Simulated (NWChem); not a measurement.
Program: NWChem. System: OP, charge 0, spin multiplicity 2, at a geometry optimised with UB3LYP/def2-SVP. The structure started from a generated list of species. Its SCF solution wasn't tested for a lower state. Level: ROCCSD(T)/cc-pVDZ, 6 core orbitals frozen.

Output (cleaned and shortened):

```
             Northwest Computational Chemistry Package (NWChem) 7.3.0
             --------------------------------------------------------

                                NWChem Input Module
                                -------------------

 Scaling coordinates for geometry "geometry" by  1.889725989
 (inverse scale =  0.529177249)

 Turning off AUTOSYM since
 SYMMETRY directive was detected!

                             Geometry "geometry" -> ""
                             -------------------------

 Output coordinates in angstroms (scale by  1.889725989 to convert to a.u.)

  No.       Tag          Charge          X              Y              Z
 ---- ---------------- ---------- -------------- -------------- --------------
    1 P                   15.0000     0.00000000     0.00000000     0.52143900
    2 O                    8.0000     0.00000000     0.00000000    -0.97769800

 Effective nuclear repulsion energy (a.u.)      42.3585502059

            Nuclear Dipole moment (a.u.)
            ----------------------------
        X                 Y               Z
 ---------------- ---------------- ----------------
     0.0000000000     0.0000000000     0.0000018897

      Symmetry information
      --------------------

 Group name             C2v
 Group number             16
 Group order               4
 No. of unique centers     2

      Symmetry unique atoms

     1    2


 Summary of "ao basis" -> "" (spherical)
 ------------------------------------------------------------------------------
       Tag                 Description            Shells   Functions and Types
 ---------------- ------------------------------  ------  ---------------------
 *                          cc-pvdz                   on all atoms

 Summary of "ao basis" -> "ao basis" (spherical)
 ------------------------------------------------------------------------------
       Tag                 Description            Shells   Functions and Types
 ---------------- ------------------------------  ------  ---------------------
 P                          cc-pvdz                  8       18   4s3p1d
 O                          cc-pvdz                  6       14   3s2p1d

                                 NWChem SCF Module
                                 -----------------

  ao basis        = "ao basis"
  functions       =    32
  atoms           =     2
  closed shells   =    11
  open shells     =     1
  charge          =   0.00
  wavefunction    = ROHF
  use symmetry    = T
  symmetry adapt  = T

 Summary of "ao basis" -> "ao basis" (spherical)
 ------------------------------------------------------------------------------
       Tag                 Description            Shells   Functions and Types
 ---------------- ------------------------------  ------  ---------------------
 P                          cc-pvdz                  8       18   4s3p1d
 O                          cc-pvdz                  6       14   3s2p1d

      Symmetry analysis of basis
      --------------------------

        a1         16
        a2          2
        b1          7
        b2          7

 Forming initial guess at       0.0s

      Symmetry analysis of molecular orbitals - initial
      -------------------------------------------------

  Numbering of irreducible representations:

     1 a1          2 a2          3 b1          4 b2

  Orbital symmetries:

     1 a1          2 a1          3 a1          4 b1          5 b2
     6 a1          7 a1          8 a1          9 b2         10 a1
    11 b1         12 b2         13 b1         14 a1         15 a1
    16 b2         17 b1         18 a2         19 a1         20 a1
    21 b2         22 b1

 Starting SCF solution at       0.0s

 ----------------------------------------------
         Quadratically convergent ROHF

 Convergence threshold     :          1.000E-07
 Maximum no. of iterations :          100
 Final Fock-matrix accuracy:          1.000E-09
 ----------------------------------------------

              iter       energy          gnorm     gmax       time
             ----- ------------------- --------- --------- --------
                 1     -415.5440391172  4.79D-01  2.07D-01      0.2
                 2     -415.5569002262  9.33D-02  2.71D-02      0.2
[...]
   Bfn.  Coefficient  Atom+Function         Bfn.  Coefficient  Atom+Function
  ----- ------------  ---------------      ----- ------------  ---------------
    11      0.698361  1 P  px                25     -0.382861  2 O  px
     8      0.360752  1 P  px                22     -0.314429  2 O  px

 Vector   14  Occ=0.000000D+00  E= 1.996441D-01  Symmetry=a1
              MO Center= -1.0D-15, -5.9D-16,  4.4D-01, r^2= 2.9D+00
   Bfn.  Coefficient  Atom+Function         Bfn.  Coefficient  Atom+Function
  ----- ------------  ---------------      ----- ------------  ---------------
    13      1.174795  1 P  pz                21      0.872421  2 O  s
     4     -0.753206  1 P  s                 27      0.356105  2 O  pz
    24      0.200232  2 O  pz                16      0.166434  1 P  d  0

 Vector   15  Occ=0.000000D+00  E= 4.970474D-01  Symmetry=a1
              MO Center= -6.8D-15,  1.4D-14,  9.2D-01, r^2= 2.6D+00
   Bfn.  Coefficient  Atom+Function         Bfn.  Coefficient  Atom+Function
  ----- ------------  ---------------      ----- ------------  ---------------
     4     -1.969568  1 P  s                  3      1.799452  1 P  s
     2      1.099386  1 P  s                 10      0.398683  1 P  pz
    21      0.316308  2 O  s                 13     -0.199787  1 P  pz

 center of mass
 --------------
 x =   0.00000000 y =   0.00000000 z =   0.02062925

 moments of inertia (a.u.)
 ------------------
          84.654058654063           0.000000000000           0.000000000000
           0.000000000000          84.654058654063           0.000000000000
           0.000000000000           0.000000000000           0.000000000000

  Mulliken analysis of the total density
  --------------------------------------

    Atom       Charge   Shell Charges
 -----------   ------   -------------------------------------------------------
    1 P   15    14.52   2.00  2.01  0.96  0.87  6.00  1.44  1.01  0.22
    2 O    8     8.48   2.00  0.86  0.98  2.72  1.91  0.02

 Mulliken analysis of the open-shell density
 -------------------------------------------

    Atom       Charge   Shell Charges
 -----------   ------   -------------------------------------------------------
    1 P   15     0.86   0.00 -0.00  0.00  0.00  0.00  0.40  0.43  0.03
    2 O    8     0.14   0.00 -0.00 -0.00  0.11  0.04 -0.00

       Multipole analysis of the density wrt the origin
       ------------------------------------------------

     L   x y z        total         open         nuclear
     -   - - -        -----         ----         -------
     0   0 0 0     -0.000000     -1.000000     23.000000

     1   1 0 0      0.000000      0.000000      0.000000
     1   0 1 0      0.000000      0.000000      0.000000
     1   0 0 1      1.083428     -0.855098      0.000002

     2   2 0 0    -11.715932     -1.136146      0.000000
     2   1 1 0      0.000000      0.000000      0.000000
     2   1 0 1      0.000000      0.000000      0.000000
     2   0 2 0    -13.680275     -3.408437      0.000000
     2   0 1 1      0.000000      0.000000      0.000000
     2   0 0 2    -14.543257     -3.132770     41.872966

                   NWChem Extensible Many-Electron Theory Module
                   ---------------------------------------------


            General Information
            -------------------
      Number of processors :     1
         Wavefunction type : Restricted open-shell Hartree-Fock
          No. of electrons :    23
           Alpha electrons :    12
            Beta electrons :    11
           No. of orbitals :    64
            Alpha orbitals :    32
             Beta orbitals :    32
        Alpha frozen cores :     6
         Beta frozen cores :     6
     Alpha frozen virtuals :     0
      Beta frozen virtuals :     0
         Spin multiplicity : doublet
    Number of AO functions :    32
       Number of AO shells :    14
        Use of symmetry is : on
      Symmetry adaption is : on
         Schwarz screening : 0.10D-09

          Correlation Information
          -----------------------
          Calculation type : Coupled-cluster singles & doubles w/ perturbation
   Perturbative correction : (T)
            Max iterations :      100
        Residual threshold : 0.10D-05
     T(0) DIIS level shift : 0.00D+00
     L(0) DIIS level shift : 0.00D+00
     T(1) DIIS level shift : 0.00D+00
     L(1) DIIS level shift : 0.00D+00
     T(R) DIIS level shift : 0.00D+00
     T(I) DIIS level shift : 0.00D+00
   CC-T/L Amplitude update :  5-th order DIIS
                I/O scheme : Global Array Library
        L-threshold :  0.10D-05
        EOM-threshold :  0.10D-05
 no EOMCCSD initial starts read in
 TCE RESTART OPTIONS
 SLICE:      F
 D4D5:       F
 quantumc:   F
 qrotation:  F
 pwtce:      F
 qducc:      F
 nacto:                         0
 nrotv:                         0
 nrot:                          0

            Memory Information
            ------------------
          Available GA space size is     249034752 doubles
          Available MA space size is     104854620 doubles

 Maximum block size supplied by input
 Maximum block size        24 doubles

 tile_dim =      9

 -------------------------------------------------

 Global array virtual files algorithm will be used

 Parallel file system coherency ......... OK

 4-electron integrals stored in orbital form

 v2    file size   =            31523
 4-index algorithm nr.  13 is used
 imaxsize =       30
 imaxsize ichop =        0


CCSD iterations
 ---------------------------------------------------------
 Iter          Residuum       Correlation     Cpu    Wall
 ---------------------------------------------------------
    1   0.1706205283675  -0.2985967583785     0.1     0.1
    2   0.0446173648092  -0.2891699212294     0.1     0.1
    3   0.0193766145246  -0.3009176005734     0.1     0.1
    4   0.0109740410568  -0.2991161623981     0.1     0.1
    5   0.0062341728537  -0.3014001151957     0.1     0.1
    6   0.0016373601013  -0.3011667293597     0.1     0.1
    7   0.0008329987992  -0.3011446385900     0.1     0.1
    8   0.0004174962069  -0.3011674567134     0.1     0.1
    9   0.0002963378277  -0.3011595605567     0.1     0.1
   10   0.0001664639044  -0.3011807872100     0.1     0.1
   11   0.0000596623335  -0.3011886410984     0.1     0.1
   12   0.0000391570902  -0.3011850421170     0.1     0.1
   13   0.0000256883913  -0.3011858224733     0.1     0.1
   14   0.0000193772480  -0.3011852716351     0.1     0.1
   15   0.0000141785174  -0.3011853501429     0.1     0.1
   16   0.0000022901838  -0.3011850514015     0.1     0.1
   17   0.0000018150790  -0.3011850855991     0.1     0.1
   18   0.0000008101541  -0.3011852817983     0.1     0.1
 -----------------------------------------------------------------
 Iterations converged
 CCSD correlation energy / hartree =        -0.301185281798270
 CCSD total energy / hartree       =      -415.859617779112739

 Singles contributions

 Doubles contributions
    13b1  (alpha)    13b1  (beta ) ---    11b1  (alpha)    11b1  (beta )       -0.1096538017
 CCSD(T)
 Using plain CCSD(T) code
             total no. of tasks          927
 total no. of tasks / no. procs          927
                         wl_min            1           1.0
                         wl_max        19683           5.2
        thresh for no. of tasks          927

 CCSD[T]  correction energy / hartree =        -0.014718841018789
 CCSD[T] correlation energy / hartree =        -0.315904122817059
 CCSD[T] total energy / hartree       =      -415.874336620131544
 CCSD(T)  correction energy / hartree =        -0.012275094533735
 CCSD(T) correlation energy / hartree =        -0.313460376332005
 CCSD(T) total energy / hartree       =      -415.871892873646459

 Task  times  cpu:        3.4s     wall:        3.4s

 Total times  cpu:        3.4s     wall:        3.4s
```

Question: Write an NWChem input that would produce this output.

Answer: This is not unique; one that fits is 
```
start mol
memory heap 100 mb stack 700 mb global 1900 mb
geometry units angstroms nocenter noautoz
  P      0.000000     0.000000     0.521439
  O      0.000000     0.000000    -0.977698
  symmetry group C2v
end
basis spherical
  * library cc-pvdz
end
scf
  rohf
  nopen 1
  maxiter 100
  thresh 1e-7
  semidirect memsize 60000000 filesize 0
  # guess.movecs holds the orbitals of an unrestricted PBE0 run
  vectors input guess.movecs output mol.movecs
end
tce
  freeze core 6
  ccsd(t)
  2eorb
  2emet 13
  thresh 1e-6
  maxiter 100
  tilesize 24
end
task tce energy
```
